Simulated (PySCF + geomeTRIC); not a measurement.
The multiplicity is imposed and other spin states were not computed.

Calculation: TPSS-D3(BJ)/def2-SVP in PySCF + geomeTRIC. fastk is a local helper that only speeds up exchange builds. No frequencies were computed at this level.

```python
import json, numpy as np
from pyscf import gto, dft
from fastk import lowrank_exchange
atoms = """
Pt     0.340803    -0.125751    -0.052889
O     -2.300507    -0.404492     1.022924
C     -1.279336    -0.910330     0.928166
O      0.086400    -0.766198    -3.009892
C      0.145821    -0.594542    -1.885222
O      1.789645     1.769259     1.825464
C      1.226616     1.014131     1.184691
"""
def scf(charge, spin, dm0=None):
    mol = gto.M(atom=atoms, basis='def2-svp', ecp={'Pt': 'def2-svp'}, charge=charge, spin=spin, verbose=3, max_memory=15120)
    mf = dft.KS(mol, xc='tpss').density_fit(auxbasis="def2-universal-jkfit")
    mf.disp = 'd3bj'
    mf.grids.level = 3
    mf.conv_tol = 1e-8
    mf.max_cycle = 120
    mf.level_shift = 0.25
    mf.kernel(dm0)
    if not mf.converged:
        mf = mf.newton().run(mf.mo_coeff, mf.mo_occ).undo_soscf()
    return mf
mf = scf(0, 0)
from pyscf.geomopt.geometric_solver import kernel as optimize
path = []
done, mol = optimize(mf, maxsteps=120, assert_convergence=False, callback=lambda env: path.append((env["energy"], bool(env["g_scanner"].converged))))
res = dict(converged=bool(done and path[-1][1]), energy=path[-1][0], path=[e for e, c in path], xyz=mol.atom_coords(unit="Angstrom").tolist(), nao=mol.nao)
json.dump(res, open("result.json", "w"))
```

Output:

```
converged SCF energy = -459.183471303803
Geometry optimization cycle 1
converged SCF energy = -459.183471305495
cycle 1: E = -459.183471305  dE = -459.183  norm(grad) = 0.072427
Geometry optimization cycle 2
converged SCF energy = -459.189167380312
cycle 2: E = -459.18916738  dE = -0.00569607  norm(grad) = 0.0241875
Geometry optimization cycle 3
converged SCF energy = -459.191087944563
cycle 3: E = -459.191087945  dE = -0.00192056  norm(grad) = 0.0284845
Geometry optimization cycle 4
converged SCF energy = -459.195361377961
cycle 4: E = -459.195361378  dE = -0.00427343  norm(grad) = 0.0564424
Geometry optimization cycle 5
converged SCF energy = -459.198115128527
cycle 5: E = -459.198115129  dE = -0.00275375  norm(grad) = 0.065127
Geometry optimization cycle 6
converged SCF energy = -459.200211647467
cycle 6: E = -459.200211647  dE = -0.00209652  norm(grad) = 0.0190844
Geometry optimization cycle 7
converged SCF energy = -459.200692373604
cycle 7: E = -459.200692374  dE = -0.000480726  norm(grad) = 0.00740703
Geometry optimization cycle 8
converged SCF energy = -459.200789835813
cycle 8: E = -459.200789836  dE = -9.74622e-05  norm(grad) = 0.0059026
Geometry optimization cycle 9
converged SCF energy = -459.200856933134
cycle 9: E = -459.200856933  dE = -6.70973e-05  norm(grad) = 0.00369787
Geometry optimization cycle 10
converged SCF energy = -459.200889009422
cycle 10: E = -459.200889009  dE = -3.20763e-05  norm(grad) = 0.00318111
Geometry optimization cycle 11
converged SCF energy = -459.200915938256
cycle 11: E = -459.200915938  dE = -2.69288e-05  norm(grad) = 0.00238372
Geometry optimization cycle 12
converged SCF energy = -459.200922201052
cycle 12: E = -459.200922201  dE = -6.2628e-06  norm(grad) = 0.00175284
Geometry optimization cycle 13
converged SCF energy = -459.200924218973
cycle 13: E = -459.200924219  dE = -2.01792e-06  norm(grad) = 0.00100291
Geometry optimization cycle 14
converged SCF energy = -459.200925167939
cycle 14: E = -459.200925168  dE = -9.48966e-07  norm(grad) = 0.000406348
Geometry optimization cycle 15
converged SCF energy = -459.200925250626
cycle 15: E = -459.200925251  dE = -8.26867e-08  norm(grad) = 0.000592719
<class 'geometric.internal.Distance'> : 6
<class 'geometric.internal.Angle'> : 3
<class 'geometric.internal.LinearAngle'> : 4
<class 'geometric.internal.OutOfPlane'> : 1
<class 'geometric.internal.Dihedral'> : 2
<class 'geometric.internal.TranslationX'> : 1
<class 'geometric.internal.TranslationY'> : 1
<class 'geometric.internal.TranslationZ'> : 1
<class 'geometric.internal.RotationA'> : 1
<class 'geometric.internal.RotationB'> : 1
<class 'geometric.internal.RotationC'> : 1
Step    0 : Gradient = 2.737e-02/3.574e-02 (rms/max) Energy = -459.1834713055
Step    1 : Displace = 7.226e-02/1.176e-01 (rms/max) Trust = 1.000e-01 (=) Grad = 9.142e-03/1.365e-02 (rms/max) E (change) = -459.1891673803 (-5.696e-03) Quality = 1.065
Step    2 : Displace = 9.729e-02/1.613e-01 (rms/max) Trust = 1.414e-01 (+) Grad = 1.077e-02/1.878e-02 (rms/max) E (change) = -459.1910879446 (-1.921e-03) Quality = 1.252
Step    3 : Displace = 1.080e-01/1.765e-01 (rms/max) Trust = 2.000e-01 (+) Grad = 2.133e-02/2.838e-02 (rms/max) E (change) = -459.1953613780 (-4.273e-03) Quality = 1.331
Step    4 : Displace = 1.560e-01/2.287e-01 (rms/max) Trust = 2.828e-01 (+) Grad = 2.462e-02/3.920e-02 (rms/max) E (change) = -459.1981151285 (-2.754e-03) Quality = 0.811
Step    5 : Displace = 4.970e-02/5.653e-02 (rms/max) Trust = 3.000e-01 (+) Grad = 7.213e-03/1.219e-02 (rms/max) E (change) = -459.2002116475 (-2.097e-03) Quality = 1.086
Step    6 : Displace = 5.050e-02/7.279e-02 (rms/max) Trust = 3.000e-01 (=) Grad = 2.800e-03/4.898e-03 (rms/max) E (change) = -459.2006923736 (-4.807e-04) Quality = 1.173
Step    7 : Displace = 2.274e-02/3.005e-02 (rms/max) Trust = 3.000e-01 (=) Grad = 2.231e-03/3.926e-03 (rms/max) E (change) = -459.2007898358 (-9.746e-05) Quality = 1.426
Step    8 : Displace = 2.199e-02/3.425e-02 (rms/max) Trust = 3.000e-01 (=) Grad = 1.398e-03/2.060e-03 (rms/max) E (change) = -459.2008569331 (-6.710e-05) Quality = -0.000
Step    9 : Displace = 1.071e-02/1.936e-02 (rms/max) Trust = 1.099e-02 (-) Grad = 1.202e-03/1.805e-03 (rms/max) E (change) = -459.2008890094 (-3.208e-05) Quality = 1.245
Step   10 : Displace = 1.514e-02/2.564e-02 (rms/max) Trust = 1.555e-02 (+) Grad = 9.010e-04/1.706e-03 (rms/max) E (change) = -459.2009159383 (-2.693e-05) Quality = 0.909
Step   11 : Displace = 1.474e-02/2.494e-02 (rms/max) Trust = 2.199e-02 (+) Grad = 6.625e-04/9.623e-04 (rms/max) E (change) = -459.2009222011 (-6.263e-06) Quality = 0.582
Step   12 : Displace = 3.238e-03/4.588e-03 (rms/max) Trust = 2.199e-02 (=) Grad = 3.791e-04/5.737e-04 (rms/max) E (change) = -459.2009242190 (-2.018e-06) Quality = 0.846
Step   13 : Displace = 2.214e-03/3.229e-03 (rms/max) Trust = 3.109e-02 (+) Grad = 1.536e-04/2.049e-04 (rms/max) E (change) = -459.2009251679 (-9.490e-07) Quality = 0.474
Step   14 : Displace = 8.901e-04/1.102e-03 (rms/max) Trust = 3.109e-02 (=) Grad = 2.240e-04/3.418e-04 (rms/max) E (change) = -459.2009252506 (-8.269e-08) Quality = 0.123
Converged! =D
```

Cost: around 11 core-minutes (rough).
